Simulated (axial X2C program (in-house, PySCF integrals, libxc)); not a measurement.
Curves of PrH from open-shell CI on f3 s1 d(πδ)0

Calculated with an axial X2C code built on PySCF integrals: two-component X2C with atomic mean-field Coulomb and Gaunt terms, basis Pr dyall-v4z, H dyall-v4z (cores contracted in-house). Orbitals come from Hartree–Fock averaged over the configuration Pr f3 s1 d(πδ)0; CI then distributes these electrons over the f, s, d(πδ) shells of Pr.

Scan along the bond; masses Pr 140.908 u, H 1.008 u. Energies in cm⁻¹ from the lowest point; levels are followed by energy order within each Ω. Lowest level at 2.226 Å: 100% f3 s1.

| R (Å) | (1)Ω=4 | (1)Ω=3 | (1)Ω=2 | (1)Ω=1 | (1)Ω=0 | (1)Ω=5 | (2)Ω=4 |
| --- | --- | --- | --- | --- | --- | --- | --- |
| 2.070 | 670 | 814 | 935 | 1023 | 1058 | 1170 | 1322 |
| 2.148 | 175 | 330 | 449 | 536 | 571 | 673 | 832 |
| 2.226 | 0 | 162 | 280 | 365 | 399 | 497 | 659 |
| 2.315 | 115 | 281 | 395 | 479 | 512 | 610 | 773 |
| 2.404 | 496 | 662 | 773 | 854 | 886 | 988 | 1149 |
| 2.504 | 1156 | 1324 | 1437 | 1516 | 1546 | 1666 | 1825 |
| 2.627 | 2228 | 2391 | 2499 | 2574 | 2603 | 2741 | 2892 |

Problem. Fit the curves (1)Ω=4, (1)Ω=3, (1)Ω=2, (1)Ω=1, (1)Ω=0 near their minima.

Solution. From the open-shell CI curves, Te from the lowest:

```csv
level,Te (cm⁻¹),Re (Å),ωe (cm⁻¹)
(1)Ω=4,0,2.236,1186.6
(1)Ω=3,163,2.235,1178.9
(1)Ω=2,281,2.236,1171.2
(1)Ω=1,366,2.237,1169.0
(1)Ω=0,399,2.237,1169.2
```

Without dynamic correlation distances can be off by several hundredths of an Å (long for ionic bonds, short for multiple bonds) and the wavenumbers are rough.

The 7 lowest curves are shown; the next is (2)Ω=3, from 772 cm⁻¹.

There is no dynamic correlation: spin–orbit spacings and, for f shells, spacings inside one term are the most reliable numbers, splittings between terms come out too wide, and energies between configurations are not reliable, so the lowest level need not be the ground state of the molecule. At most 4 roots were kept for each Ω > 0 (twice that for Ω = 0) within 2.2 eV of the lowest, so higher up levels can be missing between those listed; levels with Ω > 0 are doubly degenerate and listed once, Ω = 0 levels singly. States that fill the shells left empty in the average are placed too high.
